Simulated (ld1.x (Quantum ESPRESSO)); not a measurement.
**Reading a pseudo-wave (phosphorus)**

Columns: radius, all-electron u(r) and pseudo u(r) of the 3p shell (level -6.07 eV) of phosphorus in the configuration [Ne] 3s1 3p4; PBE, scalar-relativistic, TM scheme, ld1.x (Quantum ESPRESSO) 7.5.

| r (bohr) | all-electron | pseudo |
| --- | --- | --- |
| 0.098 | 0.1306 | -0.0053 |
| 0.195 | 0.2643 | -0.0208 |
| 0.292 | 0.3040 | -0.0461 |
| 0.390 | 0.2643 | -0.0810 |
| 0.488 | 0.1760 | -0.1242 |
| 0.585 | 0.0654 | -0.1739 |
| 0.682 | -0.0519 | -0.2292 |
| 0.780 | -0.1669 | -0.2889 |
| 0.878 | -0.2727 | -0.3505 |
| 0.975 | -0.3653 | -0.4114 |
| 1.072 | -0.4451 | -0.4699 |
| 1.170 | -0.5130 | -0.5245 |
| 1.268 | -0.5685 | -0.5727 |
| 1.365 | -0.6119 | -0.6128 |
| 1.463 | -0.6449 | -0.6447 |
| 1.560 | -0.6678 | -0.6675 |
| 1.658 | -0.6823 | -0.6822 |
| 1.755 | -0.6892 | -0.6892 |
| 1.852 | -0.6899 | -0.6899 |
| 1.950 | -0.6851 | -0.6851 |
| 2.047 | -0.6760 | -0.6760 |
| 2.145 | -0.6632 | -0.6632 |
| 2.242 | -0.6476 | -0.6476 |
| 2.340 | -0.6297 | -0.6297 |
| 2.438 | -0.6100 | -0.6100 |
| 2.535 | -0.5892 | -0.5892 |

How many radial nodes do the two functions have?

The all-electron 3p function has n − l − 1 = 1; the pseudo-wave has 0, since the states of the same l below it are removed with the core.

At about which radius was the pseudo-wave matched?

1.95 bohr. The columns agree to 0.0005 from 1.46 bohr on; several derivatives are matched, so the curves merge somewhat inside the radius.

Is the pseudo-wave norm-conserving?

Yes: the TM scheme keeps the norm inside the radius equal to the all-electron one, which fixes the energy derivative of the logarithmic derivative at the level.
